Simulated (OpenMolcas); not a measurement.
An atom or ion with 43 electrons was computed by MS-CASPT2, IPEA 0.25 Eh, imaginary shift 0.1 Eh with spin-orbit coupling (OpenMolcas, ANO-RCC-VTZP, DKH2). The lowest levels that the run gave, each within 12 % of the measured value where one is at hand:

| J | Parity | E (cm⁻¹) | g |
| --- | --- | --- | --- |
| 9/2 | even | 0.0 | 1.327 |
| 7/2 | even | 3500 | 1.236 |
| 5/2 | even | 5580 | 1.033 |
| 3/2 | even | 6860 | 0.421 |
| 3/2 | even | 14910 | 1.584 |
| 5/2 | even | 15520 | 1.588 |
| 9/2 | even | 17500 | 1.092 |
| 1/2 | even | 17630 | 2.380 |
| 7/2 | even | 20870 | 0.895 |
| 3/2 | even | 22080 | 1.310 |
| 11/2 | even | 23690 | 1.091 |
| 1/2 | even | 24930 | 0.956 |

Which ion is it, and what are the configurations and terms?

Ag V (Z = 47, charge +4; active space 7 electrons in 5 orbitals (4d)). J, parity and g give the terms where levels are pure, and mixed ones are named by the computed weights; the size of the splittings, set against known spectra of the 43-electron sequence, gives the charge. In order, with the measured energies in cm⁻¹ (the list in Gamrath, thesis, University of Mons (2023)): 4d⁷ ⁴F_9/2, 4d⁷ ⁴F_7/2 (3690), 4d⁷ ⁴F_5/2 (5816), 4d⁷ ⁴F_3/2 (7097), 4d⁷ ⁴P_3/2 [66 %] (14204), 4d⁷ ⁴P_5/2 (14899), 4d⁷ ²G_9/2 (16875), 4d⁷ ⁴P_1/2 (17067), 4d⁷ ²G_7/2 (20442), 4d⁷ ²P_3/2 [44 %], 4d⁷ ²H_11/2 (22532), 4d⁷ ²P_1/2 (24599).

Term energies are means over components that CASPT2 splits; among the terms shown or strongly mixed into the levels shown the widest spread is 760 cm-1 (4d⁷ ⁴F). Measured partners are found by configuration, term and J. A level has none where our copy of the source lacks it or the pairing is in doubt (some pairs that miss far off the trend of their configuration count as doubtful), and it then counts in no deviation. Only configurations of the active space appear.

A share in square brackets marks a mixed level and gives the weight of the term that names it.
